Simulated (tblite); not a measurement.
A geometry optimisation, step by step.

C5H10SSi.
Atom-mapped SMILES: `[CH3:1][SiH2:2]/[CH:3]=[CH:4]/[C:5]([CH3:6])=[S:7]` (hydrogens: H8, H9, H10 on C1; H11, H12 on Si2; H13 on C3; H14 on C4; H15, H16, H17 on C6)

Computed with GFN2-xTB (tblite), gas phase: L-BFGS steps from a force-field or distance-geometry start until the largest atomic force falls under 0.01 eV/Å. 10 of its 126 geometries are shown.

Step 0: E = -563.5282 eV, largest atomic force 1.886 eV/Å
```
atom  x, y, z in Å  |  force x, y, z in eV/Å
C1      2.986    0.392    0.676    0.504   0.788   0.734
Si2     1.802   -0.739   -0.214    0.681  -1.401  -0.102
C3      0.086   -0.137   -0.068   -0.688   1.649  -0.605
C4     -0.896   -0.820    0.490   -0.907  -0.777   0.705
C5     -2.270   -0.341    0.611    0.684  -0.270  -0.302
C6     -2.706    0.983    0.075    0.252   0.809   0.566
S7     -3.395   -1.275    1.325   -0.235  -0.432   0.310
H8      3.474   -0.135    1.543   -0.377   0.767  -0.953
H9      2.456    1.302    1.048    0.613  -0.719  -0.142
H10     3.740    0.722   -0.054   -0.060  -0.066   0.646
H11     2.088   -0.910   -1.635    0.100   0.057  -0.193
H12     1.865   -2.064    0.443   -0.013   0.090  -0.142
H13    -0.179    0.853   -0.469    0.284  -0.366   0.118
H14    -0.623   -1.811    0.900   -0.707   0.617  -0.151
H15    -2.342    1.181   -0.957   -0.471  -0.192   0.687
H16    -3.812    1.013    0.180    0.766   0.217  -0.427
H17    -2.281    1.797    0.745   -0.425  -0.774  -0.750
```

Step 14: E = -563.8241 eV, largest atomic force 0.040 eV/Å
```
atom  x, y, z in Å  |  force x, y, z in eV/Å
C1      3.007    0.410    0.664    0.009   0.018   0.011
Si2     1.823   -0.792   -0.216    0.014  -0.028   0.007
C3      0.069   -0.119   -0.076   -0.017   0.003   0.017
C4     -0.939   -0.794    0.494   -0.011  -0.031   0.000
C5     -2.302   -0.354    0.621   -0.008   0.006   0.012
C6     -2.715    0.982    0.107    0.000   0.029  -0.009
S7     -3.392   -1.339    1.352   -0.027   0.002   0.000
H8      3.487   -0.074    1.510    0.004   0.020  -0.002
H9      2.487    1.286    1.042    0.003   0.008   0.003
H10     3.793    0.759    0.001   -0.003  -0.017  -0.011
H11     2.130   -0.904   -1.647    0.028   0.019  -0.012
H12     1.865   -2.112    0.416    0.014  -0.024  -0.011
H13    -0.132    0.864   -0.483    0.005   0.017  -0.006
H14    -0.751   -1.776    0.905    0.010  -0.037   0.013
H15    -2.367    1.128   -0.914   -0.022   0.003  -0.027
H16    -3.797    1.082    0.138   -0.007  -0.004   0.013
H17    -2.275    1.765    0.727    0.007   0.015   0.002
```

Step 28: E = -563.8274 eV, largest atomic force 0.033 eV/Å
```
atom  x, y, z in Å  |  force x, y, z in eV/Å
C1      3.009    0.414    0.666   -0.004   0.003  -0.003
Si2     1.830   -0.799   -0.207   -0.029  -0.006  -0.015
C3      0.069   -0.136   -0.064   -0.008  -0.007   0.012
C4     -0.948   -0.807    0.497   -0.004   0.001   0.001
C5     -2.307   -0.352    0.620    0.002  -0.005  -0.003
C6     -2.716    0.988    0.105    0.002   0.004   0.001
S7     -3.412   -1.326    1.345   -0.001  -0.003   0.000
H8      3.494   -0.054    1.518   -0.005   0.010   0.004
H9      2.490    1.296    1.029   -0.001   0.004   0.008
H10     3.791    0.749   -0.008    0.017   0.000   0.008
H11     2.156   -0.874   -1.638   -0.014   0.000  -0.007
H12     1.890   -2.134    0.393    0.005   0.010   0.003
H13    -0.127    0.852   -0.467    0.008  -0.024   0.013
H14    -0.774   -1.794    0.908    0.021   0.011  -0.015
H15    -2.396    1.124   -0.927   -0.005  -0.012  -0.006
H16    -3.797    1.092    0.163   -0.001   0.017   0.001
H17    -2.258    1.773    0.708    0.016  -0.001  -0.003
```

Step 42: E = -563.8307 eV, largest atomic force 0.054 eV/Å
```
atom  x, y, z in Å  |  force x, y, z in eV/Å
C1      3.002    0.425    0.669   -0.017  -0.005  -0.014
Si2     1.827   -0.795   -0.209    0.043   0.029   0.014
C3      0.063   -0.154   -0.037    0.013   0.000  -0.001
C4     -0.961   -0.832    0.501   -0.006   0.005   0.006
C5     -2.315   -0.361    0.618   -0.019   0.008   0.002
C6     -2.696    0.986    0.102    0.000  -0.003  -0.003
S7     -3.443   -1.319    1.327    0.011  -0.016   0.002
H8      3.455   -0.029    1.547   -0.018   0.017  -0.016
H9      2.486    1.323    0.996    0.002  -0.010  -0.002
H10     3.810    0.736    0.012   -0.009  -0.025   0.011
H11     2.113   -0.836   -1.650    0.013  -0.005   0.002
H12     1.941   -2.133    0.373   -0.021  -0.009  -0.004
H13    -0.128    0.841   -0.420   -0.014   0.016   0.001
H14    -0.795   -1.827    0.894    0.008  -0.010   0.001
H15    -2.448    1.073   -0.956    0.003   0.004  -0.001
H16    -3.763    1.149    0.230    0.002  -0.005   0.007
H17    -2.155    1.763    0.643    0.011   0.009  -0.004
```

Step 56: E = -563.8324 eV, largest atomic force 0.049 eV/Å
```
atom  x, y, z in Å  |  force x, y, z in eV/Å
C1      2.992    0.429    0.669    0.010   0.008   0.006
Si2     1.827   -0.790   -0.213   -0.023  -0.041  -0.015
C3      0.063   -0.149   -0.031    0.001   0.005   0.004
C4     -0.958   -0.836    0.503    0.010   0.002  -0.012
C5     -2.312   -0.366    0.622    0.011  -0.003   0.000
C6     -2.686    0.984    0.105   -0.009   0.014   0.002
S7     -3.441   -1.332    1.317   -0.008   0.003   0.003
H8      3.411   -0.008    1.571   -0.004   0.000   0.012
H9      2.482    1.343    0.958   -0.008   0.009  -0.002
H10     3.822    0.708    0.029    0.026  -0.007   0.000
H11     2.124   -0.828   -1.652   -0.004   0.002   0.013
H12     1.920   -2.137    0.359    0.007   0.024  -0.006
H13    -0.133    0.852   -0.395    0.011  -0.008  -0.013
H14    -0.790   -1.835    0.883   -0.003   0.008  -0.004
H15    -2.478    1.048   -0.964   -0.003   0.004   0.012
H16    -3.744    1.171    0.270   -0.002  -0.008   0.009
H17    -2.106    1.758    0.610   -0.013  -0.013  -0.007
```

Step 69: E = -563.8390 eV, largest atomic force 0.076 eV/Å
```
atom  x, y, z in Å  |  force x, y, z in eV/Å
C1      2.982    0.426    0.680    0.001   0.023   0.015
Si2     1.836   -0.790   -0.226   -0.011  -0.068  -0.032
C3      0.075   -0.139   -0.053    0.006  -0.011  -0.014
C4     -0.945   -0.830    0.477    0.007  -0.011  -0.049
C5     -2.300   -0.371    0.618    0.018  -0.003  -0.012
C6     -2.697    0.983    0.134    0.002   0.003  -0.008
S7     -3.415   -1.362    1.303    0.002   0.003   0.000
H8      3.219    0.084    1.683   -0.012  -0.017   0.020
H9      2.518    1.403    0.772    0.013   0.059   0.002
H10     3.920    0.558    0.152    0.026  -0.028  -0.010
H11     2.147   -0.810   -1.663    0.003  -0.001   0.012
H12     1.919   -2.141    0.337    0.016   0.038  -0.018
H13    -0.107    0.866   -0.415   -0.043  -0.014   0.027
H14    -0.771   -1.839    0.831   -0.007   0.023   0.033
H15    -2.623    1.032   -0.952   -0.001  -0.044  -0.036
H16    -3.724    1.192    0.423   -0.009   0.035   0.004
H17    -2.040    1.750    0.540   -0.012   0.014   0.067
```

Step 83: E = -563.8544 eV, largest atomic force 0.070 eV/Å
```
atom  x, y, z in Å  |  force x, y, z in eV/Å
C1      2.968    0.424    0.694   -0.016   0.052   0.000
Si2     1.846   -0.766   -0.273   -0.018  -0.029   0.007
C3      0.076   -0.128   -0.118    0.005  -0.004   0.007
C4     -0.931   -0.825    0.430    0.014  -0.005  -0.013
C5     -2.288   -0.382    0.611    0.024  -0.002   0.018
C6     -2.720    0.981    0.186    0.008   0.020  -0.020
S7     -3.370   -1.407    1.300   -0.006  -0.002  -0.004
H8      2.866    0.273    1.765   -0.001   0.023  -0.008
H9      2.736    1.464    0.484   -0.022  -0.004  -0.003
H10     4.010    0.270    0.436    0.056  -0.041   0.007
H11     2.222   -0.795   -1.693   -0.035   0.036   0.019
H12     1.940   -2.110    0.304   -0.021  -0.008  -0.021
H13    -0.124    0.875   -0.477   -0.013  -0.027   0.002
H14    -0.743   -1.830    0.787   -0.001   0.019  -0.003
H15    -2.782    1.027   -0.903    0.013  -0.017   0.017
H16    -3.704    1.201    0.596    0.037   0.009  -0.032
H17    -2.010    1.741    0.511   -0.025  -0.021   0.025
```

Step 97: E = -563.8629 eV, largest atomic force 0.062 eV/Å
```
atom  x, y, z in Å  |  force x, y, z in eV/Å
C1      2.967    0.424    0.697   -0.014   0.020  -0.006
Si2     1.840   -0.750   -0.283   -0.006  -0.003  -0.020
C3      0.066   -0.131   -0.128   -0.008   0.001  -0.013
C4     -0.928   -0.835    0.434    0.020   0.010   0.058
C5     -2.284   -0.396    0.626   -0.001  -0.002  -0.039
C6     -2.705    0.972    0.202   -0.003  -0.005  -0.011
S7     -3.369   -1.422    1.307    0.011   0.018   0.002
H8      2.721    0.424    1.755   -0.002  -0.008  -0.005
H9      2.881    1.448    0.341   -0.005  -0.010  -0.001
H10     4.008    0.133    0.600   -0.003  -0.014   0.002
H11     2.200   -0.715   -1.707    0.007  -0.013   0.009
H12     1.910   -2.113    0.250    0.027   0.011  -0.015
H13    -0.156    0.857   -0.511    0.007   0.021   0.017
H14    -0.724   -1.830    0.805   -0.008  -0.027   0.013
H15    -2.724    1.029   -0.888   -0.011  -0.008  -0.008
H16    -3.701    1.188    0.580   -0.015   0.008  -0.023
H17    -2.010    1.728    0.561    0.007   0.001   0.042
```

Step 111: E = -563.8675 eV, largest atomic force 0.051 eV/Å
```
atom  x, y, z in Å  |  force x, y, z in eV/Å
C1      2.960    0.418    0.688    0.004   0.003  -0.003
Si2     1.836   -0.752   -0.300   -0.014   0.025   0.017
C3      0.067   -0.126   -0.110   -0.028  -0.028  -0.032
C4     -0.922   -0.825    0.466   -0.001  -0.009   0.002
C5     -2.284   -0.392    0.636    0.011  -0.002   0.026
C6     -2.705    0.969    0.195    0.006  -0.003  -0.003
S7     -3.369   -1.414    1.322   -0.006  -0.001   0.000
H8      2.686    0.447    1.739   -0.003  -0.014  -0.007
H9      2.909    1.435    0.308   -0.002   0.012  -0.008
H10     3.994    0.097    0.625    0.030   0.005   0.009
H11     2.183   -0.702   -1.727   -0.003  -0.004   0.010
H12     1.940   -2.120    0.215   -0.013   0.006  -0.010
H13    -0.160    0.859   -0.498    0.017  -0.002   0.016
H14    -0.719   -1.817    0.849    0.002  -0.009   0.002
H15    -2.613    1.053   -0.888    0.013   0.018  -0.020
H16    -3.740    1.152    0.472    0.000  -0.005   0.007
H17    -2.070    1.730    0.650   -0.014   0.011  -0.007
```

Step 125: E = -563.8686 eV, largest atomic force 0.010 eV/Å
```
atom  x, y, z in Å  |  force x, y, z in eV/Å
C1      2.965    0.418    0.682   -0.001   0.000   0.001
Si2     1.836   -0.753   -0.300   -0.006   0.001   0.003
C3      0.067   -0.133   -0.101   -0.005   0.000  -0.008
C4     -0.923   -0.828    0.478   -0.002  -0.003  -0.006
C5     -2.283   -0.388    0.644   -0.001  -0.003  -0.002
C6     -2.703    0.969    0.187    0.002  -0.001   0.002
S7     -3.375   -1.401    1.334    0.001   0.000   0.008
H8      2.702    0.429    1.736    0.000   0.001   0.001
H9      2.895    1.439    0.315    0.001  -0.004   0.000
H10     4.004    0.113    0.606   -0.002  -0.003  -0.009
H11     2.172   -0.702   -1.730    0.001   0.004   0.008
H12     1.935   -2.124    0.205    0.004   0.004   0.004
H13    -0.158    0.856   -0.483    0.002   0.005   0.004
H14    -0.724   -1.821    0.860    0.002   0.001  -0.001
H15    -2.558    1.066   -0.889    0.000   0.002   0.000
H16    -3.752    1.133    0.419   -0.001   0.001  -0.006
H17    -2.106    1.739    0.678    0.005  -0.003   0.001
```

Question: Summarise the path.

Answer: The energy falls by 32.85 kJ/mol from step 0 to step 125; nine tenths of that is first reached at step 65. It rises by more than 0.2 meV at steps 67 and 81. The largest force goes from 1.886 to 0.010 eV/Å. Among the bonds Si2–C3 changes most, from 1.825 to 1.885 Å; the atoms move by 0.416 Å rms after alignment.

Question: Follow the three bonds and two angles with the largest change from start to end.

Answer: 
| step | E above end (kJ/mol) | largest force (eV/Å) | Si2–C3 (Å) | C6–H17 (Å) | C1–H8 (Å) | C5–C4–H14 (°) | H15–C6–H16 (°) |
| --- | --- | --- | --- | --- | --- | --- | --- |
| 0 | 32.85 | 1.886 | 1.825 | 1.137 | 1.125 | 119.7 | 114.1 |
| 5 | 7.00 | 0.263 | 1.878 | 1.089 | 1.084 | 116.6 | 108.2 |
| 11 | 4.45 | 0.068 | 1.887 | 1.091 | 1.085 | 114.5 | 109.6 |
| 16 | 4.23 | 0.051 | 1.884 | 1.091 | 1.086 | 114.1 | 109.3 |
| 22 | 4.04 | 0.038 | 1.886 | 1.091 | 1.086 | 114.6 | 109.2 |
| 27 | 3.99 | 0.031 | 1.887 | 1.091 | 1.086 | 114.1 | 109.3 |
| 33 | 3.87 | 0.062 | 1.884 | 1.091 | 1.086 | 114.2 | 109.2 |
| 38 | 3.72 | 0.047 | 1.887 | 1.091 | 1.086 | 114.5 | 109.0 |
| 43 | 3.64 | 0.040 | 1.885 | 1.090 | 1.086 | 114.6 | 109.1 |
| 49 | 3.57 | 0.034 | 1.885 | 1.090 | 1.086 | 114.6 | 109.2 |
| 54 | 3.52 | 0.028 | 1.884 | 1.090 | 1.086 | 114.7 | 109.0 |
| 60 | 3.42 | 0.031 | 1.884 | 1.090 | 1.086 | 114.6 | 109.0 |
| 65 | 3.21 | 0.103 | 1.884 | 1.090 | 1.087 | 114.6 | 109.1 |
| 71 | 2.59 | 0.093 | 1.885 | 1.089 | 1.089 | 114.4 | 108.4 |
| 76 | 2.13 | 0.063 | 1.886 | 1.089 | 1.087 | 114.1 | 108.5 |
| 82 | 1.50 | 0.190 | 1.889 | 1.090 | 1.084 | 114.1 | 108.5 |
| 87 | 1.18 | 0.048 | 1.887 | 1.088 | 1.086 | 114.1 | 108.4 |
| 92 | 0.82 | 0.077 | 1.884 | 1.089 | 1.085 | 114.4 | 108.3 |
| 98 | 0.49 | 0.053 | 1.885 | 1.089 | 1.087 | 114.5 | 108.9 |
| 103 | 0.32 | 0.043 | 1.886 | 1.090 | 1.086 | 114.4 | 108.8 |
| 109 | 0.19 | 0.064 | 1.886 | 1.090 | 1.086 | 114.4 | 108.5 |
| 114 | 0.06 | 0.033 | 1.885 | 1.090 | 1.087 | 114.4 | 109.0 |
| 120 | 0.02 | 0.018 | 1.885 | 1.090 | 1.086 | 114.4 | 108.8 |
| 125 | 0.00 | 0.010 | 1.885 | 1.090 | 1.087 | 114.4 | 109.0 |

The cost below is that of the whole relaxation. The run took 1.6 s wall on one thread, Arm Neoverse N1 (aarch64), no GPU, on a shared host.
